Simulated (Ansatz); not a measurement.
The same path of CH₄BClFN (9 atoms, charge 0, multiplicity 1) was run twice with different band settings. Lost on the way: C1–H8. Made: C1–B3, N2–H8.

These are results of RKS CAM-B3LYP-D4/def2-SVP (Ansatz 0.2.0), not measurements.

Relaxed end points:

```xyz
9
Properties=species:S:1:pos:R:3
C -1.036 -0.587 -0.027
N -0.007 0.355 0.358
B 1.257 0.447 -0.208
F 1.627 -0.368 -1.190
Cl 2.425 1.653 0.361
H -1.940 -0.077 -0.397
H -0.657 -1.229 -0.832
H -1.330 -1.236 0.814
H -0.250 0.996 1.104
```

```xyz
9
Properties=species:S:1:pos:R:3
C -0.668 -0.057 -0.617
N -0.219 -0.215 0.822
B 0.853 0.146 -0.357
F 1.733 -0.857 -0.592
Cl 1.548 1.810 -0.193
H -1.355 0.782 -0.745
H -1.043 -0.999 -1.026
H -0.245 -1.155 1.208
H -0.516 0.497 1.483
```

Common settings: spring 5.0 eV/Å²; optimiser quadratic models (default); start path through a guess of the saddle point; force threshold 0.05 eV/Å; iteration limit 60; end points relaxed.

| run | movable images | climbing image |
| --- | --- | --- |
| 1 | 7 | yes |
| 2 | 1 | no |

What does each run give, and how far can it be trusted?

Run 1: converged after 19 iterations, highest image 3.908 eV above the first end. Neighbouring images differ by up to 1.9 eV, so the band resolves the path poorly. A vibrational analysis at the climbing image gives one clearly imaginary mode, 1375i cm⁻¹: a first-order saddle point.
Run 2: converged after 9 iterations, highest image 1.537 eV above the first end. Neighbouring images differ by up to 1.5 eV, so the band resolves the path poorly. No image climbed, so the highest image needn't sit at the top of the path. A band with more images between the same ends climbed to 3.91 eV, so this one has probably stepped over the top. So few images can step over the top or miss a turn of the path.
The orbitals stay closed-shell, which can raise the energy where a bond breaks towards radicals; this wasn't checked here.
